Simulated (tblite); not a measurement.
C₇H₁₆, charge +1, doublet, at a GFN2-xTB geometry (a state made from the parent by changing its charge; the spin is typed, not shown lowest); GFN1-xTB in tblite.

tblite was given this input:
```
$ tblite run mol.xyz --method gfn1 --charge 1 --spin 1 --guess eeq --json tblite.json --no-restart

# file mol.xyz
23

C     -3.81786694     0.29819405    -0.08883045
C     -2.54182928    -0.42095989     0.27154081
C     -1.27228489     0.29834115    -0.13294734
C      0.00519143    -0.44727359     0.23362905
C      1.26530876     0.30269556    -0.18099839
C      2.55155430    -0.41691105     0.16611300
C      3.81077492     0.31282717    -0.23033059
H     -4.68570559    -0.27018872     0.23326772
H     -3.89216475     0.46424564    -1.16552759
H     -3.86129991     1.28853652     0.36893855
H     -2.53220905    -0.61535831     1.35411852
H     -2.55900659    -1.42762342    -0.17119513
H     -1.29036080     0.48301512    -1.21384673
H     -1.25900435     1.29389970     0.32695949
H     -0.00223394    -1.43463050    -0.23837709
H      0.02612445    -0.62368399     1.31351783
H      1.26971730     1.29554927     0.28483076
H      1.23825699     0.49361278    -1.26064941
H      2.55579297    -1.41654175    -0.29277510
H      2.58286809    -0.62819100     1.24502999
H      3.84049942     0.50355400    -1.30501977
H      4.69186285    -0.26029757     0.04382668
H      3.87177308     1.29262181     0.24784481
```

Task: Write the output that tblite gives for this input, abridged.

Result: 
```
xTB calculator
 | screened Coulomb repulsion
 | Coulomb electrostatics
 |  * isotropic Klopman-Ohno-Mataga-Nishimoto electrostatics
 |  * onsite third-order electrostatics
 | DFT-D3(BJ) dispersion correction

halogen bonding energy    0.0000000000000E+00 Eh
repulsion energy          3.3819748118352E-01 Eh
dispersion energy        -8.0986456703829E-03 Eh
number of electrons       4.3000000000000E+01 e
integral cutoff           1.9731147476801E+01 bohr

------------------------------------------------------------
  cycle        total energy    energy error   density error
------------------------------------------------------------
      1     -22.84944827488  -2.3179547E+01   5.2483947E-01
      2     -22.90380703355  -5.4358759E-02   3.3879761E-01
      3     -22.85503977373   4.8767260E-02   8.2088044E-02
      4     -22.89876537658  -4.3725603E-02   3.1926284E-02
      5     -22.90958799672  -1.0822620E-02   1.0281883E-02
      6     -22.90989356603  -3.0556932E-04   7.7723120E-03
      7     -22.91021589029  -3.2232426E-04   1.8616486E-03
      8     -22.90771196401   2.5039263E-03   9.1068298E-03
      9     -22.91023311836  -2.5211543E-03   7.9754102E-04
     10     -22.91023889577  -5.7774107E-06   1.6001720E-04
     11     -22.91023905597  -1.6020018E-07   8.6033769E-05
     12     -22.91023907001  -1.4045295E-08   1.1527501E-05
------------------------------------------------------------

electronic energy        -2.3240337905525E+01 Eh
total energy             -2.2910239070012E+01 Eh

Post processing:
 | Mayer-Wiberg bond orders

[Info] JSON dump of results written to 'tblite.json'
```
